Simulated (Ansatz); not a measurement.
`[CH3][GeH2][AlH][C]#N` and `N#[C][AlH][Cl]` differ in one atom or group.

Ansatz, PBE0-D4/def2-TZVP geometries, multiplicity 1. Each molecule was computed in one conformer, which needn't be the lowest.

Scalar relativity is left out up to krypton.

```json
{"property": "LUMO energy (PBE/def2-TZVPP) / eV", "`[CH3][GeH2][AlH][C]#N`": "-3.38"}
{"property": "LUMO energy (ωB97M-V/def2-TZVPP) / eV", "`[CH3][GeH2][AlH][C]#N`": "-0.93"}
{"property": "size of the dipole moment (B3LYP/def2-TZVPP) / D", "`[CH3][GeH2][AlH][C]#N`": "3.26"}
{"property": "HOMO energy (PBE/def2-TZVPP) / eV", "`[CH3][GeH2][AlH][C]#N`": "-6.82"}
{"property": "zero-point energy (PBE0-D4/def2-TZVP) / kJ/mol", "`[CH3][GeH2][AlH][C]#N`": "176.5"}
{"property": "HOMO–LUMO gap (ωB97M-V/def2-TZVPP) / eV", "`[CH3][GeH2][AlH][C]#N`": "8.98"}
```

(1) Give the same properties after the change, and the shifts. (Best estimate.)

## Answers

(1) Ansatz gave: 
```tsv
property	`N#[C][AlH][Cl]`	shift
LUMO energy (PBE/def2-TZVPP) / eV	-3.24	0.14
LUMO energy (ωB97M-V/def2-TZVPP) / eV	-0.69	0.24
size of the dipole moment (B3LYP/def2-TZVPP) / D	2.91	-0.35
HOMO energy (PBE/def2-TZVPP) / eV	-8.18	-1.36
zero-point energy (PBE0-D4/def2-TZVP) / kJ/mol	43.0	-133.5
HOMO–LUMO gap (ωB97M-V/def2-TZVPP) / eV	11.20	2.22
```

With PBE0 the HOMO falls by 1.71 eV and the LUMO rises by 0.18 eV, so the gap widens by about 1.89 eV. PBE moves the HOMO by -1.36 eV and ωB97M-V by -1.98 eV. The zero-point energy changes by -133.5 kJ/mol with -18 modes. Dipoles are sizes alone; their direction can turn.

B3LYP here is the variant with VWN-RPA as its local correlation; programs differ in this.
